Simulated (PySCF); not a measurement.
Isomers of C6H16O2Si, mass 148.092 u with the commonest isotopes. Theory: PBE0-D3(BJ)/def2-SVP geometry optimisation, gas phase in PySCF. One conformer each, none proved a minimum here; rigid rotors.

Question: Order these by rotational constant A, largest first.
A. `[CH3:1][CH:2]([CH3:3])[O:4][C:5]([CH3:6])([CH3:7])[O:8][SiH3:9]` with C1–C2–O4–C5 -108°, C2–O4–C5–C6 59°, O4–C5–O8–Si9 -72°
B. `[CH3:1][O:2][SiH2:3][O:4][CH2:5][C:6]([CH3:7])([CH3:8])[CH3:9]` with C1–O2–Si3–O4 -68°, O2–Si3–O4–C5 -94°, Si3–O4–C5–C6 95°
C. `[CH3:1][CH2:2][O:3][Si:4]([CH3:5])([CH3:6])[O:7][CH2:8][CH3:9]` with C1–C2–O3–Si4 -179°, C2–O3–Si4–C5 71°, O3–Si4–O7–C8 53°, Si4–O7–C8–C9 -168°

Answer: B (2245 MHz), A (1767 MHz), C (1561 MHz).

Question: Order these by rotational constant C, smallest first.
A. `[CH3:1][CH2:2][O:3][Si:4]([CH3:5])([CH3:6])[O:7][CH2:8][CH3:9]` with C1–C2–O3–Si4 -179°, C2–O3–Si4–C5 71°, O3–Si4–O7–C8 53°, Si4–O7–C8–C9 -168°
B. `[CH3:1][CH:2]([CH3:3])[O:4][C:5]([CH3:6])([CH3:7])[O:8][SiH3:9]` with C1–C2–O4–C5 -108°, C2–O4–C5–C6 59°, O4–C5–O8–Si9 -72°
C. `[CH3:1][O:2][SiH2:3][O:4][CH2:5][C:6]([CH3:7])([CH3:8])[CH3:9]` with C1–O2–Si3–O4 -68°, O2–Si3–O4–C5 -94°, Si3–O4–C5–C6 95°

Answer: A (675.8 MHz), C (712.1 MHz), B (778.4 MHz).

Question: Order these by out-of-plane moment Σ m c² = (Ia + Ib − Ic)/2, smallest first.
A. `[CH3:1][CH2:2][O:3][Si:4]([CH3:5])([CH3:6])[O:7][CH2:8][CH3:9]` with C1–C2–O3–Si4 -179°, C2–O3–Si4–C5 71°, O3–Si4–O7–C8 53°, Si4–O7–C8–C9 -168°
B. `[CH3:1][O:2][SiH2:3][O:4][CH2:5][C:6]([CH3:7])([CH3:8])[CH3:9]` with C1–O2–Si3–O4 -68°, O2–Si3–O4–C5 -94°, Si3–O4–C5–C6 95°
C. `[CH3:1][CH:2]([CH3:3])[O:4][C:5]([CH3:6])([CH3:7])[O:8][SiH3:9]` with C1–C2–O4–C5 -108°, C2–O4–C5–C6 59°, O4–C5–O8–Si9 -72°

Answer: C (66.04 u·Å²), B (76.48 u·Å²), A (91.29 u·Å²).

| SMILES | point group | Ia (u·Å²) | Ib (u·Å²) | Ic (u·Å²) | κ | μa (D) | μb (D) | μc (D) |
| --- | --- | --- | --- | --- | --- | --- | --- | --- |
| CCO[Si](C)(C)OCC | C1 | 323.82 | 606.60 | 747.85 | -0.64 | 1.04 | 0.41 | 1.00 |
| CC(C)OC(C)(C)O[SiH3] | C1 | 285.98 | 495.37 | 649.26 | -0.51 | 0.42 | 0.46 | 0.14 |
| CO[SiH2]OCC(C)(C)C | C1 | 225.10 | 637.57 | 709.71 | -0.89 | 0.40 | 0.35 | 0.31 |
